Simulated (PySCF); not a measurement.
The multiplicity is imposed and other spin states were not computed.

Z-matrix (Å, degrees):
```
Ti
F 1 1.7397
F 1 1.7397 2 109.00
F 1 1.7397 2 109.00 3 -118.86
Cl 1 2.1910 2 109.94 3 120.57
```
Charge 0, spin multiplicity 1.

### Question
Predict the total energy, HOMO, HOMO–LUMO gap, dipole moment, charge on the central atom (meta-Löwdin), LUMO and charge on the central atom (Mulliken) from TPSSh-D3(BJ)/def2-TZVP // PBE-D3(BJ)/def2-SVP in PySCF.

### Answer

```json
{
  "total_energy": "-1609.6724 Ha",
  "HOMO": "-9.42 eV",
  "HOMO–LUMO gap": "5.46 eV",
  "dipole_moment": "0.11 D",
  "charge on the central atom (meta-Löwdin)": "1.53 e",
  "LUMO": "-3.95 eV",
  "charge on the central atom (Mulliken)": "1.54 e"
}
```
